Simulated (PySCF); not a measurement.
## Gas-phase XPS of `C[B-](C)(C)[P+](F)(F)P`, computed

Compound: C₃H₁₁BF₂P₂.
Bonds: C1–B2, B2–C3, B2–C4, B2–P5, P5–F6, P5–F7, P5–P8. Hydrogens: H9, H10, H11 on C1; H12, H13, H14 on C3; H15, H16, H17 on C4; H18, H19 on P8.

Theory: delta-SCF UKS SCAN, pcX-2 on the ionised atom, pcseg-1 elsewhere, spin-free X2C (PySCF 2.14.0). These are vertical core ionisation energies against the vacuum level, from separate self-consistent calculations with and without the core hole.

Task: Give the core binding energies atom by atom.

Result: 
```json
{"atom(s)": "P8", "environment": "three-coordinate phosphorus", "level": "P 2p3/2", "binding energy (eV)": "137.43", "2p1/2 (eV)": "138.32", "above the level's lowest (eV)": "0.00", "count": "1"}
{"atom(s)": "B2", "environment": "four-coordinate boron", "level": "B 1s", "binding energy (eV)": "193.99", "2p1/2 (eV)": "–", "above the level's lowest (eV)": "0.00", "count": "1"}
{"atom(s)": "C1/C3/C4", "environment": "sp3 carbon bound to boron", "level": "C 1s", "binding energy (eV)": "289.33", "2p1/2 (eV)": "–", "above the level's lowest (eV)": "0.00", "count": "3"}
{"atom(s)": "F6/F7", "environment": "phosphorus-bound fluorine", "level": "F 1s", "binding energy (eV)": "693.42", "2p1/2 (eV)": "–", "above the level's lowest (eV)": "0.00", "count": "2"}
{"atom(s)": "P8", "environment": "three-coordinate phosphorus", "level": "P 1s", "binding energy (eV)": "2150.96", "2p1/2 (eV)": "–", "above the level's lowest (eV)": "0.00", "count": "1"}
{"atom(s)": "P5", "environment": "phosphorus bonded to B, 2 F and P", "level": "P 1s", "binding energy (eV)": "2153.89", "2p1/2 (eV)": "–", "above the level's lowest (eV)": "+2.93", "count": "1"}
```

Lowest listed P 1s: P8, bonded to 2 H and P. Highest, 2.93 eV above it: P5, bonded to 2 F, P and B.

Task: Express the binding energy of F 1s of F6/F7 in atomic units and per mole.

Result: 693.42 eV = 25.4827 Eh = 66905 kJ/mol.

One atom of each set of topologically equivalent atoms was ionised and stands for the set; in this conformer not all members are related by symmetry, and their own values weren't computed. The list is incomplete; no value stands for P 2p of P5. Spin–orbit coupling isn't in the SCF: each 2p doublet comes from a relaxed spin-free hole plus a matrix of the shell (mean-field spin–orbit coupling and the ground-state 2p splitting), with 2p3/2 averaged over its two sublevels. 2p1/2 minus 2p3/2 (ligand field included): P 0.89 eV. The structure is a single PBE0-D3(BJ)/def2-SVP conformer in the gas phase; no vibrational or solvent corrections.

Shape of the structure used: `[CH3:1][B-:2]([CH3:3])([CH3:4])[P+:5]([F:6])([F:7])[PH2:8]`: C1–B2–P5–F6 57°, H–P8–P5–B2 -46°, H–P8–P5–B2 47°.
